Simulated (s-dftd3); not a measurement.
C4H3S (SMILES [c]1cccs1), doublet, at a GFN2-xTB geometry; D3(bj) for revpbe (s-dftd3 1.4.0).

Input for s-dftd3:
```
$ s-dftd3 mol.xyz --bj revpbe --json dftd3.json --noedisp --grad

# file mol.xyz
8

S     -0.00127787     0.06970181     1.20878531
C     -0.01316788     1.23910850    -0.02540317
C      0.01247167    -1.17275513     0.00395312
C     -0.00754797     0.76302635    -1.27874893
C      0.00761731    -0.66385036    -1.25401862
H      0.02325580    -2.19950722     0.31126409
H     -0.01339697     1.35042145    -2.17665447
H      0.01434834    -1.25931936    -2.14986897
```

It wrote (shortened):

```
-----------------------------------
 s i m p l e   D F T - D 3  v1.4.0
-----------------------------------

Rational (Becke-Johnson) damping: revpbe-D3(BJ)
---------------------
  s6         1.0000
  s8         2.3550
  s9         0.0000
  a1         0.5238
  a2         3.5016
 alp        14.0000
--------------------

Dispersion energy:      -2.0016577302634E-02 Eh

Gradient norm:           1.4865275020957E-03 Eh/a0
--------------------------------------------------
     #    Z           dE/dx      dE/dy      dE/dz
--------------------------------------------------
     1   16 S    -5.636E-07  7.043E-05 -4.178E-04
     2    6 C     2.466E-06 -2.244E-04 -1.776E-04
     3    6 C    -1.519E-06  1.448E-04 -4.956E-05
     4    6 C     2.050E-06 -2.113E-04  4.442E-04
     5    6 C    -7.027E-06  6.274E-04  7.964E-04
     6    1 H     4.653E-06 -4.434E-04  1.417E-04
     7    1 H    -3.090E-06  3.047E-04 -3.394E-04
     8    1 H     3.029E-06 -2.682E-04 -3.979E-04
--------------------------------------------------

Virial:
--------------------------------------------------
      component           x          y          z
--------------------------------------------------
          x       1.387E-07 -1.360E-05  1.342E-05
          y      -1.360E-05  1.330E-03 -1.228E-03
          z       1.342E-05 -1.228E-03 -8.111E-04
--------------------------------------------------

[Info] JSON dump of results written to 'dftd3.json'
```
